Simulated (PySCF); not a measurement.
Harmonic spectrum computed at PBE0 in the def2-TZVP basis family (core potentials from Rb on, PySCF, no spin–orbit coupling):

```csv
ω (cm⁻¹),IR (km/mol)
160,15.8
322,77.1
1172,225
```

Question: Which molecule gave it? In each, all ligands are bound to the one heavy central atom.
A. BrSeN (singlet)
B. BrTiN (singlet)
C. BrZrN (singlet)
D. BrTeN (singlet)

Answer: B. It has Cs symmetry with Ti–Br 2.431 Å, Ti–N 1.543 Å.
